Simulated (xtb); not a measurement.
xtb input:

```bash
xtb mol.xyz --gfn 1 --sp --chrg 1 --uhf 0
```
mol.xyz:
```
2

Si    -0.00000000    -0.00000000    -1.07781535
Cl     0.00000000     0.00000000     0.88761264
```

Question: Predict the final energy.

Answer: -5.65663 Eh (GFN1-xTB).
